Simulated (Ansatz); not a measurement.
`NB[SeH]` + HCl → `ClB[SeH]` + NH₃ at 600 K and 1 bar (ligand exchange at a B–N bond).

Program: Ansatz. Geometries: PBE0-D4/def2-TZVP. ΔE: electronic, gas phase. CCSD(T)/CBS adds triple-zeta CCSD(T) − MP2 to the extrapolated MP2 energy (def2 sets, frozen cores). This one scheme is used for every species. For Se outer-core shells are correlated without core-valence functions, which leaves a few kJ/mol of doubt a bond. Scalar relativity is left out up to krypton. One conformer a species, not always the lowest.

| species | CCSD(T)/CBS energy (Eh) | H − E (kJ/mol) | S (J/(mol·K)) |
| --- | --- | --- | --- |
| `NB[SeH]` | -2482.67368 | 168.4 | 350.6 |
| HCl | -460.38127 | 35.4 | 207.2 |
| `ClB[SeH]` | -2886.53463 | 93.8 | 342.6 |
| NH₃ | -56.50880 | 112.4 | 219.5 |

H − E and S are ideal-gas, rigid-rotor, harmonic terms from PBE0-D4/def2-TZVP, for one conformer and one mirror image of each species. 1 Eh = 2625.50 kJ/mol, R = 8.31446 J/(mol·K).

Q: By hand: ΔE, ΔH, ΔS and ΔG.

A: ΔE = (-2886.53463) + (-56.50880) − (-2482.67368) − (-460.38127) = 0.01152 Eh = 30.2 kJ/mol. Δ(H − E) = 93.8 + 112.4 − 168.4 − 35.4 = 2.4, so ΔH = 32.6 kJ/mol. ΔS = 342.6 + 219.5 − 350.6 − 207.2 = 4.3 J/(mol·K). ΔG = 32.6 − 600 × (4.3)/1000 = 30.0 kJ/mol.

Q: By hand: the equilibrium constant, and the temperature at which ΔG would vanish if ΔH and ΔS stayed fixed.

A: log₁₀ K = −ΔG/(RT ln 10) = -2.6. ΔG = 0 at ΔH/ΔS = 7581 K, far beyond where these terms or the molecules hold.

The number of gas molecules stays the same, so ΔS is small and ΔH decides. A doubt of 5 kJ/mol in ΔE shifts log₁₀ K by 0.4 here. Other conformers and mirror images would add mixing entropy, several J/(mol·K) or more a flexible species. These are equilibria of isolated gas molecules and say nothing of rates. Largest T1 diagnostic: 0.012 (customary marks: 0.02 for closed shells, 0.045 for open ones).
